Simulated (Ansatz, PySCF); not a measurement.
Gas-phase reaction (SMILES): C=C(Cl)[SiH2]O[SiH3] + 2 C (CH4) + O (H2O) + [SiH4] (SiH4) → C=C (C2H4) [ethene] + CCl (CH3Cl) [chloromethane] + C[SiH3] [methylsilane] + 2 O[SiH3]; bond separation energy.

Structures are relaxed separately at B3LYP-D3(BJ)/def2-TZVP in Ansatz (a program for electronic structure), one conformer each, not searched for the lowest. Correlated levels leave the core frozen unless marked. No spin-orbit coupling. Non-relativistic. CBS(X,Y): correlation extrapolated as X^-3; Hartree-Fock from the larger set. The bracket is a focal-point correction in the basis named. Thermal terms are rigid-rotor harmonic-oscillator values from B3LYP-D3(BJ) frequencies (Ansatz or PySCF) at 298.15 K and 1 atm. 1 Eh = 627.5095 kcal/mol.

| species | E, RI-MP2/CBS(cc-pV(T+d)Z,cc-pV(Q+d)Z)+[CCSD(T)-MP2]/cc-pV(T+d)Z (Ansatz) (Eh) | E, B3LYP-D3(BJ)/def2-TZVPD (Ansatz + dftd3) (Eh) | H - E (Eh) |
|---|---|---|---|
| C=C(Cl)[SiH2]O[SiH3] | -1193.48083 | -1195.07970 | 0.09114 |
| C (CH4) | -40.46125 | -40.53958 | 0.04840 |
| C=C (C2H4) | -78.47961 | -78.62799 | 0.05494 |
| CCl (CH3Cl) | -499.62820 | -500.16268 | 0.04161 |
| C[SiH3] | -330.73641 | -331.26788 | 0.06602 |
| O (H2O) | -76.37659 | -76.46738 | 0.02495 |
| O[SiH3] | -366.68646 | -367.23056 | 0.04319 |
| [SiH4] (SiH4) | -291.46100 | -291.91976 | 0.03520 |

Work out ΔE and ΔH at 298.15 K at the first level, then ΔH at the second.


1. ΔE = [(-78.47961) + (-499.62820) + (-330.73641) + 2×(-366.68646)] - [(-1193.48083) + 2×(-40.46125) + (-76.37659) + (-291.46100)] = 0.02378 Eh = 14.9 kcal/mol at RI-MP2/CBS(cc-pV(T+d)Z,cc-pV(Q+d)Z)+[CCSD(T)-MP2]/cc-pV(T+d)Z.
2. The terms H - E add up to 0.00086 Eh, so ΔH = (0.02378 + (0.00086))×627.5095 = 15.5 kcal/mol.
3. At B3LYP-D3(BJ)/def2-TZVPD the same steps give ΔE = 16.5 and ΔH = 17.1 kcal/mol, a shift of +1.6 from the first level.
4. These values are not checked against measurement here, since the tables used lack a sound gas-phase enthalpy of formation for at least one species.
